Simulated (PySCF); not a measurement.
TcO₃ (doublet). Level of theory: UPBE0/[Tc def2-TZVP with ECP28, O def2-TZVP], scalar-relativistic core potentials, density fitting, no spin–orbit coupling, PySCF.

Harmonic bands of its minimum:

```json
{"ω (cm⁻¹)": "195", "IR (km/mol, summed over degenerate members)": "27.8", "degeneracy": "1"}
{"ω (cm⁻¹)": "339", "IR (km/mol, summed over degenerate members)": "3.1", "degeneracy": "2"}
{"ω (cm⁻¹)": "1031", "IR (km/mol, summed over degenerate members)": "418", "degeneracy": "2"}
{"ω (cm⁻¹)": "1043", "IR (km/mol, summed over degenerate members)": "10.7", "degeneracy": "1"}
```

Question: The central atom is Tc. Infer the point group and assign the bands.

Answer: C3v. The modes span 2a1 + 2e: 195 a1, 339 e, 1031 e, 1043 a1. The computed geometry has Tc–O 1.670 Å (×3); O–Tc–O 115.5° (×3).

This need not be the most stable arrangement of these atoms. With open d or f shells other occupations or spin states may lie lower.
